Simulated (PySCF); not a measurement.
## Level sweep

Compound: BrGeH3.
Numbering: `[GeH3:1][Br:2]` (hydrogens: H3, H4, H5 on Ge1)

PySCF, dipoles from the SCF density, polarisabilities from static response with core orbitals frozen. Isolated species at its PBE0-D3(BJ)/def2-SVP geometry, gas phase. The LDA/def2-SVPD calculation is non-relativistic and has no spin–orbit coupling, an omission that weighs most on bromine and germanium.

The anisotropy is √(½[(α1 − α2)² + (α2 − α3)² + (α3 − α1)²]).

```json
{"level": "LDA/def2-SVPD", "μ (D)": "1.886", "α (Å³)": "8.46", "anisotropy (Å³)": "2.78"}
{"level": "PBE/def2-SVPD", "μ (D)": "1.813", "α (Å³)": "8.35", "anisotropy (Å³)": "2.77"}
{"level": "B3LYP/def2-SVPD", "μ (D)": "1.898", "α (Å³)": "8.16", "anisotropy (Å³)": "2.69"}
{"level": "PBE0/def2-SVPD", "μ (D)": "1.933", "α (Å³)": "8.06", "anisotropy (Å³)": "2.64"}
{"level": "BHandHLYP/def2-SVPD", "μ (D)": "2.019", "α (Å³)": "7.87", "anisotropy (Å³)": "2.56"}
{"level": "CAM-B3LYP/def2-SVPD", "μ (D)": "1.987", "α (Å³)": "8.04", "anisotropy (Å³)": "2.62"}
{"level": "wB97X-D/def2-SVPD", "μ (D)": "2.005", "α (Å³)": "8.02", "anisotropy (Å³)": "2.57"}
{"level": "LC-wPBE/def2-SVPD", "μ (D)": "2.047", "α (Å³)": "7.84", "anisotropy (Å³)": "2.53"}
{"level": "HF/def2-SVPD", "μ (D)": "2.159", "α (Å³)": "7.58", "anisotropy (Å³)": "2.36"}
{"level": "PBE0/6-31G*", "μ (D)": "2.154", "α (Å³)": "6.07", "anisotropy (Å³)": "3.00"}
{"level": "PBE0/def2-SVP", "μ (D)": "1.898", "α (Å³)": "6.37", "anisotropy (Å³)": "2.69"}
{"level": "PBE0/aug-cc-pVDZ", "μ (D)": "1.951", "α (Å³)": "7.97", "anisotropy (Å³)": "2.78"}
{"level": "PBE0/def2-TZVP", "μ (D)": "1.887", "α (Å³)": "7.46", "anisotropy (Å³)": "2.94"}
{"level": "PBE0/def2-TZVPD", "μ (D)": "1.900", "α (Å³)": "8.12", "anisotropy (Å³)": "2.68"}
{"level": "PBE0/aug-cc-pVTZ", "μ (D)": "1.898", "α (Å³)": "8.14", "anisotropy (Å³)": "2.72"}
```

The dipole runs from 1.81 D (PBE/def2-SVPD) to 2.16 D (HF/def2-SVPD). No reference polarisability is at hand; against PBE0 in the largest diffuse basis at hand (aug-cc-pVTZ) the other PBE0 rows deviate by 6-31G* -25%, def2-SVP -22%, aug-cc-pVDZ -2%, def2-SVPD -1%, def2-TZVP -8%, def2-TZVPD 0%. In one basis (def2-SVPD) the functionals order the polarisability from HF (lowest) to LDA (highest), a spread of 12%. With PBE0 the polarisability is 6.63 Å³ without diffuse functions (mean of 6-31G*, def2-SVP and def2-TZVP) and 8.07 Å³ with them (mean of aug-cc-pVDZ, def2-SVPD, def2-TZVPD and aug-cc-pVTZ).
